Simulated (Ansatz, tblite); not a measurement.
Spin states of AgPd₂⁻ (the lowest singlet isomer of a short search), each relaxed with r2SCAN-D4/def2-TZVPD in Ansatz. Electronic energies in the gas phase.

In the def2 sets Ag, Pd take a core potential; there is no spin–orbit coupling. The xTB rows come from tblite. B3LYP takes the VWN-RPA correlation. Correlated methods freeze no core orbitals; core or outer-core shells of Pd, Ag are correlated, in sets that lack core-valence functions. The structure comes from a short search, and lower isomers may exist.

Singlet geometry:

```xyz
3

Pd   -0.939   -1.102    0.386
Pd    1.290   -0.328   -0.689
Ag   -0.351    1.430    0.303
```

Triplet geometry (C2v within 0.1 Å):

```xyz
3

Pd   -0.152   -1.425   -0.259
Pd    0.329    0.777   -1.187
Ag   -0.177    0.648    1.446
```

Quintet geometry (C2v within 0.1 Å):

```xyz
3

Pd   -0.985   -0.847    0.641
Pd   -0.541    1.226   -0.552
Ag    1.526   -0.378   -0.089
```

⟨S²⟩: triplet 2.02 at PBE0-D4/def2-TZVPD (pure 2.00), quintet 6.03 at PBE0-D4/def2-TZVPD (pure 6.00).

Run but left out: HF/def2-TZVPD, MP2/def2-TZVPD, CCSD/def2-TZVPD, CCSD(T)/def2-TZVPD (singlet: restricted singlet, unstable towards broken spin symmetry); B2PLYP/def2-TZVPD (singlet: restricted singlet, unstable in another Hartree–Fock run and untested here).

Only these spin states were relaxed. Higher spins weren't run and may lie lower.

Q: Estimate which spin state lies lowest at each of these levels, and by how much: GFN1-xTB; GFN2-xTB; PBE-D4/def2-TZVPD; r2SCAN-D4/def2-TZVPD; B3LYP-D4/def2-TZVPD; PBE0-D4/def2-TZVPD; CAM-B3LYP-D4/def2-TZVPD; ωB97X-V/def2-TZVPD; ωB97M-V/def2-TZVPD; RPA@PBE/def2-TZVPD.

A: 
```json
{"level": "GFN1-xTB", "triplet − singlet (kJ/mol)": "191.9", "quintet − singlet (kJ/mol)": "452.7", "lowest of these": "singlet", "remarks": "–"}
{"level": "GFN2-xTB", "triplet − singlet (kJ/mol)": "156.5", "quintet − singlet (kJ/mol)": "303.4", "lowest of these": "singlet", "remarks": "–"}
{"level": "PBE-D4/def2-TZVPD", "triplet − singlet (kJ/mol)": "41.4", "quintet − singlet (kJ/mol)": "162.9", "lowest of these": "singlet", "remarks": "HOMO above zero (quintet), HOMO above zero (singlet), HOMO above zero (triplet)"}
{"level": "r2SCAN-D4/def2-TZVPD", "triplet − singlet (kJ/mol)": "26.7", "quintet − singlet (kJ/mol)": "132.4", "lowest of these": "singlet", "remarks": "HOMO above zero (quintet), HOMO above zero (singlet), HOMO above zero (triplet)"}
{"level": "B3LYP-D4/def2-TZVPD", "triplet − singlet (kJ/mol)": "40.1", "quintet − singlet (kJ/mol)": "186.2", "lowest of these": "singlet", "remarks": "HOMO above zero (quintet), HOMO above zero (singlet), HOMO above zero (triplet)"}
{"level": "PBE0-D4/def2-TZVPD", "triplet − singlet (kJ/mol)": "39.2", "quintet − singlet (kJ/mol)": "184.8", "lowest of these": "singlet", "remarks": "HOMO above zero (singlet), HOMO above zero (triplet)"}
{"level": "CAM-B3LYP-D4/def2-TZVPD", "triplet − singlet (kJ/mol)": "43.8", "quintet − singlet (kJ/mol)": "181.7", "lowest of these": "singlet", "remarks": "–"}
{"level": "ωB97X-V/def2-TZVPD", "triplet − singlet (kJ/mol)": "56.4", "quintet − singlet (kJ/mol)": "198.7", "lowest of these": "singlet", "remarks": "–"}
{"level": "ωB97M-V/def2-TZVPD", "triplet − singlet (kJ/mol)": "64.1", "quintet − singlet (kJ/mol)": "210.6", "lowest of these": "singlet", "remarks": "–"}
{"level": "RPA@PBE/def2-TZVPD", "triplet − singlet (kJ/mol)": "14.4", "quintet − singlet (kJ/mol)": "90.9", "lowest of these": "singlet", "remarks": "test for broken spin undecided (singlet)"}
```

Change of the quintet − singlet gap on mixing in exact exchange, in kJ/mol: PBE to PBE0 (25 % exact exchange) 21.9. The xTB methods have no term that favours high spin, so they put low spin too low.
